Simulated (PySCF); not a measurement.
**H₂NbN, singlet: structure and spectrum**

All numbers come from PBE0/[Nb def2-TZVP with ECP28, N def2-TZVP, H def2-TZVP], scalar-relativistic core potentials, density fitting, no spin–orbit coupling, PySCF.

The structure is a minimum.

* Point group: Cs
* Bond lengths: Nb–H 1.778 Å (×2), Nb–N 1.646 Å
* Bond angles: H–Nb–H 112.1°, H–Nb–N 100.0° (×2)
* Atomisation energy without zero-point energy: 1106 kJ/mol
* Principal quadrupole moments (Buckingham, traceless) about the centre of mass: -4.94, -2.45, 7.38 D Å
* Rotational symmetry number: 1
* Zero-point energy: 38.7 kJ/mol
* Principal polarisabilities: 32.6, 50.8, 57.0 bohr³
* Heat capacity Cp at 298.15 K: 47.9 J/(mol K)
* Lowest empty level: -3.10 eV
* Dipole moment: 5.28 D
* Entropy at 298.15 K and 1 bar: 259.6 J/(mol K)
* Rotational constants: 2.755, 0.478, 0.4446 cm⁻¹
* Highest occupied level: -7.69 eV
* Enthalpy at 298.15 K above 0 K: 11.32 kJ/mol

Harmonic modes (masses in u: Nb 92.906, N 14.003, H 1.008):
```tsv
symmetry	ω (cm⁻¹)	IR (km/mol)	μ (u)	type
a'	528	97.4	1.05	bend
a''	603	28.1	1.14	bend
a'	626	90.4	1.06	bend
a'	1143	123	15.21	stretch
a''	1772	373	1.02	stretch
a'	1797	132	1.02	stretch
```

Charges (e):
| atom | Mulliken | Löwdin | polar tensor | Mayer order to Nb1 |
| --- | --- | --- | --- | --- |
| Nb1 | 0.77 | 0.45 | 1.29 | – |
| N2 | -0.51 | -0.28 | -0.63 | 2.97 |
| H3,4 | -0.13 | -0.08 | -0.33 | 0.95 |

Mulliken populations on Nb1 (electrons outside its core potential): s 2.46, p 6.28, d 3.44, f 0.04.

Only a few start shapes were tried, so a lower isomer may exist.

The final relaxation and frequency run took roughly 60 core-seconds on a shared host.
